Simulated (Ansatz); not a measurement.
Reaction (cleavage of the B–Zn bond): `[BH2][Zn][F]` + `NCCN` → `BNCCN` + `[F][ZnH]`

Calculated with Ansatz (gas phase, PBE0-D4/def2-TZVP geometries, no zero-point term in ΔE). CCSD(T)/CBS adds triple-zeta CCSD(T) − MP2 to the extrapolated MP2 energy (def2 sets, frozen cores). Functionals use def2-TZVPP. For Zn outer-core shells are correlated without core-valence functions, which leaves a few kJ/mol of doubt a bond. Scalar relativity is left out up to krypton. Each species was taken in one conformer, which may not be the lowest.

```json
{"level": "PBE-D4", "ΔE (eV)": "-1.84"}
{"level": "r2SCAN-D4", "ΔE (eV)": "-1.87"}
{"level": "B2PLYP", "ΔE (eV)": "-1.86"}
{"level": "PBE", "ΔE (eV)": "-1.82"}
{"level": "PBE0", "ΔE (eV)": "-1.83"}
{"level": "HF/def2-QZVPP", "ΔE (eV)": "-1.80"}
{"level": "MP2/def2-QZVPP", "ΔE (eV)": "-1.87"}
{"level": "MP2/CBS(def2)", "ΔE (eV)": "-1.85"}
```

**Question.** What does CCSD(T)/CBS give? (Estimate.)

**Answer.** Computed: -1.81 eV. The listed levels differ from it by -0.03, -0.06, -0.05, -0.01, -0.02, 0.01, -0.06, -0.04 eV.

Largest T1 diagnostic among the species: 0.018.

In def2-TZVPP, CCSD(T) changes the Hartree–Fock value by −0.06 eV (the triples alone add −0.02 eV) and MP2 by −0.09 eV. The D4 term adds −0.04 eV with B3LYP and −0.02 eV with PBE0; it sums over pairs of atoms, weighted by their polarisabilities, and B3LYP, whose exchange is more repulsive, gets the larger term.

B3LYP here is the variant with VWN-RPA as its local correlation; programs differ in this.
